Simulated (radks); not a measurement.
Numerical settings for the antimony ion Sb2+, [Kr] 4d10 5s2 5p1. Method: Dirac Kohn-Sham, PBEsol, spin-unpolarised, spherical densities, point nucleus; open shells fill j = l - 1/2 first; computed with a radial shooting solver on a logarithmic mesh with Libxc functionals. The defaults (mesh step 0.008 in ln r, mesh end at 40 bohr or more with all orbitals vanishing there, Anderson mixing 0.5 over 9 steps, residual threshold near 1e-9 with the energy settled to 1e-9 hartree or 1e-11 of itself, here a cap of 52 iterations) give E = -6479.7977 hartree and 5p1/2 at -20.640 eV in 14 iterations. Run on one thread of a shared host, so times are rough (Arm Neoverse N1): 0.18 s of CPU time, 0.18 s wall, 14 iterations on 2541 mesh points. Changes against that run (0 stands for a change within the tolerance of the run):

setting                    iterations  converged  E (mhartree)  e(5p1/2) (meV)  CPU (s)
mesh step in ln r 0.003            14        yes             0               0     0.46
mesh step in ln r 0.12              2         no      diverged               -     0.03
mesh step in ln r 0.08              2         no      diverged               -     0.05
mesh end (bohr) 400                14        yes             0               0     0.19
mesh end (bohr) 5                  14        yes         +21.4            +685     0.17
residual threshold 0.01             9        yes             0          -0.683     0.14
residual threshold 1e-05           11        yes             0         -0.0252     0.16
mixing 2.5                         16        yes             0               0     0.21
linear mixing, mixing 1            52         no     +3.69e+04       +9.52e+03      1.3
linear mixing, mixing 0.8          49        yes             0               0      0.5
mixing history 20                  19        yes             0               0     0.22
iteration cap 5                     5         no          +0.1            +111     0.07

Settings that end as converged yet miss the energy by more than 1 mhartree: mesh end (bohr) 5 (+0.0214 hartree). A mesh that ends early acts as a hard wall.
